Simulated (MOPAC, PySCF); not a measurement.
H3ClGeO3, SMILES `[OH][Ge]([OH])([OH])[Cl]`, neutral singlet in the gas phase. 

Cartesian coordinates (Å):
```xyz
8

O     -1.3916    -0.3412    -1.0219
Ge    -0.0070     0.0250     0.0213
O      1.3675     0.4904    -0.9951
O      0.4236    -1.4332     0.9311
Cl    -0.5066     1.6398     1.3878
H     -1.7298     0.4649    -1.4499
H      2.1101     0.8111    -0.4537
H     -0.2662    -1.6567     1.5804
```
Charge 0, multiplicity 1.

All levels are single points at this geometry (PBE-D3(BJ)/def2-TZVP); Pople sets use spherical d functions. Orbital energies aren't observables, and empty levels follow the basis.

| level | HOMO (eV) | LUMO (eV) | gap (eV) | dipole (D) | vertical IE, Delta-SCF (eV) |
|---|---|---|---|---|---|
| PBE-D3(BJ)/def2-TZVP in PySCF | -7.73 | -1.95 | 5.78 | 1.09 | – |
| B3LYP/3-21G in PySCF | -8.60 | -1.17 | 7.44 | 0.79 | – |
| B3LYP/6-311+G** (LANL2DZ on Ge) in PySCF | -9.33 | -1.65 | 7.68 | 1.57 | – |
| B3LYP/6-31G* in PySCF | -8.88 | -1.16 | 7.72 | 1.16 | 11.26 |
| B3LYP/LANL2DZ in PySCF | -9.33 | -1.68 | 7.65 | 1.80 | – |
| BP86/6-31G* in PySCF | -7.59 | -1.94 | 5.65 | 1.00 | – |
| M06-2X/6-31G* in PySCF | -10.74 | 0.39 | 11.13 | 1.25 | – |
| PBE/6-31G* in PySCF | -7.48 | -1.84 | 5.64 | 0.99 | – |
| HF/3-21G in PySCF | -13.23 | 2.96 | 16.19 | 1.23 | – |
| HF/6-31G* in PySCF | -13.04 | 3.00 | 16.03 | 1.51 | 11.35 |
| AM1 in MOPAC | -12.68 | -1.57 | 11.10 | 1.08 | – |
| PM3 in MOPAC | -10.90 | -0.86 | 10.04 | 0.31 | – |
| PM7 in MOPAC | -11.14 | -1.78 | 9.36 | 1.16 | – |
